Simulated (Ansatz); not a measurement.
`CC#CCCCC` + `[OH][Mo]([OH])([F])([F])([F])[F]` → `C[O][Mo]([OH])([F])([F])([F])[F]` + `C#CCCCC`  (substitution at a C–C bond)

Gas-phase electronic energies from Ansatz, PBE0-D4/def2-TZVP geometries. CCSD(T)/CBS adds triple-zeta CCSD(T) − MP2 to the extrapolated MP2 energy (def2 sets, frozen cores). Functionals use def2-TZVPP. B3LYP here is the variant with VWN-RPA as its local correlation; programs differ in this. Elements past krypton have def2 core potentials. For Mo outer-core shells are correlated without core-valence functions, which leaves a few kJ/mol of doubt a bond. Each species was taken in one conformer, which may not be the lowest.

```csv
level,ΔE (kJ/mol),difference from CCSD(T)/CBS
BLYP-D4,29.1,-0.8
PBE0-D4,41.0,11.1
B3LYP-D4,31.8,1.9
r2SCAN0-D4,40.2,10.3
B2PLYP,29.8,-0.1
PBE-QIDH,36.6,6.7
BHLYP,35.3,5.4
CAM-B3LYP,35.1,5.2
SCS-MP2/def2-TZVPP,24.6,-5.3
CCSD(T)/def2-TZVPP,27.6,-2.3
CCSD(T)/CBS,29.9,0
```

Largest T1 diagnostic among the species: 0.025, so the coupled-cluster value is less sure than usual.

In def2-TZVPP, CCSD(T) changes the Hartree–Fock value by −6.8 kJ/mol (the triples alone add −2.9 kJ/mol) and MP2 by −8.1 kJ/mol. At CCSD(T), def2-SVP lies −10.5 kJ/mol from the extrapolated value and def2-TZVPP −2.3 kJ/mol. Leaving LDA and LC-ωPBE aside and taking each functional with its dispersion term where it has one, the values spread over 11.8 kJ/mol, from BLYP-D4 to PBE0-D4.
